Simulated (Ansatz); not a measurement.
Total energies of C6H16F2HfN2, SMILES `CC(C)[NH][Hf]([F])([F])[NH]C(C)C`.

Z-matrix (Å, degrees):
```
Hf
C 1 3.224
N 1 2.029 2 48.7
F 1 1.929 2 82.4 3 126.7
N 1 2.029 2 155.3 3 1.2
F 1 1.929 2 83.3 3 -126.0
C 1 3.151 2 27.6 3 -0.5
C 1 3.151 3 127.8 2 -179.4
C 1 3.224 2 156.0 3 -179.6
H 2 1.096 1 71.2 3 119.8
H 2 1.091 3 145.6 1 178.3
H 2 1.095 1 69.5 3 -120.6
H 3 1.014 1 120.4 2 -178.1
H 5 1.014 1 120.4 2 1.5
C 7 1.521 1 124.4 2 -108.1
H 7 1.100 1 120.8 2 104.1
C 8 1.521 1 124.3 3 72.8
H 8 1.100 1 120.8 3 -75.0
H 9 1.091 2 163.4 1 -176.6
H 9 1.096 1 71.2 2 -59.7
H 9 1.095 1 69.5 2 59.8
H 15 1.093 7 110.2 1 30.6
H 15 1.093 7 111.0 1 -89.0
H 15 1.093 7 111.1 1 151.0
H 17 1.093 8 111.1 1 151.0
H 17 1.093 8 111.0 1 -89.0
H 17 1.093 8 110.2 1 30.6
```

The species carries charge 0 and has multiplicity 1. Correlated methods include outer-core shells of Hf, which these sets cover unevenly. Hf: def2 effective core potential. The structure was optimised at the PBE0-D4/def2-TZVP level. It is one conformer, not always the lowest. Basis def2-TZVPP, the Gaussian-basis code of Ansatz.

RPA on PBE orbitals: Hartree–Fock energy of these orbitals -592.12829 Eh, correlation -3.66568 Eh (frozen core).

```
functional  energy without D4 (Eh)  D4 term (kJ/mol)
       PBE              -595.33370             -64.3
   ωB97X-V              -595.79180                 –
```

Task: Give the same for LDA (SPW92), revPBE, BLYP, r2SCAN, B97M-V, PBE0, B3LYP, r2SCANh, r2SCAN0, HSE06 (plane-wave form), BHLYP, CAM-B3LYP, LC-ωPBE, ωB97M-V, B2PLYP, PBE-QIDH. (Estimate.)

Result: The calculation gave: 
```
             functional  energy without D4 (Eh)  D4 term (kJ/mol)
            LDA (SPW92)              -591.45158                 –
                 revPBE              -595.83432            -191.8
                   BLYP              -595.75510            -137.3
                 r2SCAN              -595.71181             -17.8
                 B97M-V              -595.90612                 –
                   PBE0              -595.34829             -55.2
                  B3LYP              -596.00625            -101.6
                r2SCANh              -595.66780             -18.8
                r2SCAN0              -595.60486             -20.5
HSE06 (plane-wave form)              -595.31810             -51.5
                  BHLYP              -595.57783             -77.4
              CAM-B3LYP              -595.70455             -56.1
                LC-ωPBE              -595.68116                 –
                ωB97M-V              -595.67344                 –
                 B2PLYP              -595.45550                 –
               PBE-QIDH              -595.20769                 –
```

B3LYP takes the VWN-RPA correlation (the form of Gaussian; ORCA's B3LYP/G). HSE06 is the plane-wave form, built on full-range PBE exchange. The double hybrids freeze the cores in their second-order part.

LC-ωPBE has ω = 0.4 bohr⁻¹.
